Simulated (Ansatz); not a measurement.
C₂H₄F₄OSn, SMILES `[F][SnH2][O]CC(F)(F)F`. The species carries charge 0 and has multiplicity 1. Sn: def2 effective core potential.

Z-matrix (Å, degrees):
```
Sn
O 1 1.968
F 1 1.914 2 100.9
H 1 1.691 2 109.6 3 -110.8
H 1 1.697 2 109.1 3 111.7
C 2 1.385 1 121.8 3 -135.1
C 6 1.516 2 111.7 1 -73.2
H 6 1.095 2 109.4 1 168.3
H 6 1.100 2 114.0 1 47.6
F 7 1.330 6 112.8 2 -62.3
F 7 1.334 6 111.3 2 175.9
F 7 1.356 6 110.3 2 57.0
```

(1) List the harmonic frequencies (cm⁻¹, unscaled) at PBE0-D4/def2-TZVP in Ansatz. (An estimate is asked.)

(2) Is this a minimum?

(3) Give the ideal-gas thermochemistry at 298.15 K and 1 bar (rigid rotor, harmonic oscillator; point group C1, symmetry number 1).

(4) And at 400, 500, 600, 800 and 1000 K?

## Answers

(1) Computed: 34, 57, 65, 135, 176, 248, 361, 414, 465, 513, 532, 536, 582, 618, 644, 663, 681, 841, 974, 1173, 1178, 1217, 1289, 1326, 1429, 1483, 1982, 2015, 3009, 3086.

(2) Yes, all 30 modes are real.

(3) Zero-point energy 165.8 kJ/mol; H(298) − E = 193.2 kJ/mol; entropy 421.7 J/(mol·K), of which translation 177.1, rotation 125.6, vibration 119.0; G(298) − E = 67.5 kJ/mol. Modes under 100 cm⁻¹ are hindered rotations or soft bends, so the harmonic entropy is rough.

(4) 
```
T (K)  H − E (kJ/mol)  S (J/mol/K)  G − E (kJ/mol)
  400           209.2        467.6            22.2
  500           227.2        507.6           -26.6
  600           246.9        543.5           -79.2
  800           290.2        605.6          -194.3
 1000           337.0        657.8          -320.8
```
